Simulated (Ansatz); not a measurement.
`[CH3][Al-]([CH3])([OH2+])[Cl]` → Al• + 2 C• + Cl• + 8 H• + O•  (atomization)

Calculated with Ansatz (gas phase, PBE0-D4/def2-TZVP geometries, no zero-point term in ΔE). CBS: MP2 limit from def2 TZ/QZ plus the TZ coupled-cluster correction, frozen cores. This one scheme is used for every species, atoms too. DFT in def2-TZVPP. No spin–orbit coupling; open shells (•) take unrestricted orbitals. Spin–orbit coupling would lower the free atoms: a little for Al, C, Cl, O. Each species was taken in one conformer, which may not be the lowest.

`[CH3][Al-]([CH3])([OH2+])[Cl]`:

Cartesian coordinates in Å:
```
C 1.718 -0.211 -0.911
Al -0.144 -0.220 -0.337
C -1.137 1.406 0.117
O -0.134 -1.149 1.453
Cl -1.346 -1.813 -1.196
H 2.341 0.421 -0.270
H 2.151 -1.216 -0.910
H 1.813 0.176 -1.931
H -2.131 1.199 0.527
H -0.599 2.037 0.834
H -1.293 2.020 -0.776
H -0.637 -0.671 2.123
H -0.603 -1.979 1.277
```

Question: What is ΔE at CCSD(T)/CBS? (An estimate is asked.)

Answer: Ansatz gave: +4669.5 kJ/mol.

Question: What do these levels give: revPBE-D4, CAM-B3LYP-D4, B2PLYP, PBE-QIDH, BLYP, LC-ωPBE, MP2/def2-SVP, CCSD(T)/def2-SVP, CCSD(T)/def2-TZVPP, HF/def2-QZVPP, HF/CBS(def2), MP2/CBS(def2)? (An estimate is asked.)

Answer: The calculation gave: revPBE-D4 4585.7, CAM-B3LYP-D4 4660.0, B2PLYP 4596.4, PBE-QIDH 4622.0, BLYP 4552.6, LC-ωPBE 4623.7, MP2/def2-SVP 4458.7, CCSD(T)/def2-SVP 4423.8, CCSD(T)/def2-TZVPP 4555.9, HF/def2-QZVPP 3501.5, HF/CBS(def2) 3502.3, MP2/CBS(def2) 4723.5 kJ/mol.

Largest T1 diagnostic among the species: 0.018.

From BLYP to BHLYP (50 % exact exchange), in def2-TZVPP and without D4, ΔE moves by −47.1 kJ/mol: exact exchange takes away binding that semilocal exchange gives to molecules. In def2-TZVPP, CCSD(T) changes the Hartree–Fock value by +1059.1 kJ/mol (the triples alone add +54.6 kJ/mol) and MP2 by +1113.1 kJ/mol; breaking electron pairs costs correlation energy, which Hartree–Fock lacks.

For atomizations the MP2-based limit and the directly extrapolated one differ by several kJ/mol either way, and by 10 to 25 for some Ge, Se and Sn compounds, so smaller differences from it don't rank the levels.
